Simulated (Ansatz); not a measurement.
`[OH][Zr]1234([F])([Cl])[C@@H]5[C@H]1[C@H]2[C@@]3(F)[C@@H]54`, charge 0, multiplicity 1.

(1) Give a relaxed structure at PBE0-D4/def2-TZVP (the Gaussian-basis code of Ansatz). (Estimate.)

Answers

(1) The calculation gave: 
Z-matrix (Å, degrees):
```
Zr
Cl 1 2.380
C 1 2.491 2 114.3
O 1 1.918 2 107.5 3 150.8
C 1 2.557 2 123.6 3 60.7
C 1 2.537 2 92.8 3 51.7
F 1 1.916 2 107.6 3 -94.3
C 1 2.517 2 141.7 3 23.7
C 1 2.497 2 87.5 3 19.4
H 3 1.080 1 116.0 2 -85.1
H 4 0.957 1 143.5 2 -119.3
F 5 1.328 1 119.5 2 104.0
H 6 1.079 1 118.4 2 42.2
H 8 1.080 1 117.9 2 -166.0
H 9 1.079 1 116.7 2 -23.2
```
This is one stationary point; other conformers may exist.
